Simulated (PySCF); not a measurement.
Germanium: a sound run and one with changed settings

Sound run: Ge [Ar] 3d10 4s2 4p2, Ge⁺ [Ar] 3d10 4s2 4p1. Calculation: PySCF 2.14, in jorge-DZP-DKH; scalar relativity by spin-free X2C-1e. In the sound run the correlated levels freeze [Ar] 3d10. The sound run starts from symmetry-adapted Hartree-Fock orbitals and uses a fine grid where one is needed.

Changed run: basis STO-3G, all-electron and non-relativistic. This setting is unsound on purpose.

```
species   method  sound run (hartree)  changed run (hartree)  converged
     Ge      UHF          -2096.93259            -2051.63626        yes
     Ge      LDA          -2095.31330            -2049.45920        yes
     Ge     MN15          -2100.12270            -2050.57489        yes
     Ge      MP2          -2096.95538            -2051.64352        yes
     Ge  CCSD(T)          -2096.96385            -2051.64939        yes
    Ge⁺      UHF          -2096.66301            -2051.47666        yes
    Ge⁺      LDA          -2095.02374            -2049.27568        yes
    Ge⁺     MN15          -2099.83527            -2050.40879        yes
    Ge⁺      MP2          -2096.68680            -2051.49165        yes
    Ge⁺  CCSD(T)          -2096.69758            -2051.50273        yes
```

Ionisation energy of Ge:

```
 method  sound run (eV)  changed run (eV)
    UHF           7.336             4.343
    LDA           7.879             4.994
   MN15           7.821             4.520
    MP2           7.309             4.133
SCS-MP2           7.264             4.091
   CCSD           7.244             3.991
CCSD(T)           7.246             3.991
```

A minimal basis cannot let orbitals breathe on ionisation and holds almost no correlation. The Hamiltonian changed with the basis, so the totals do not compare.

For comparison, NIST gives 7.899 eV between the lowest levels.
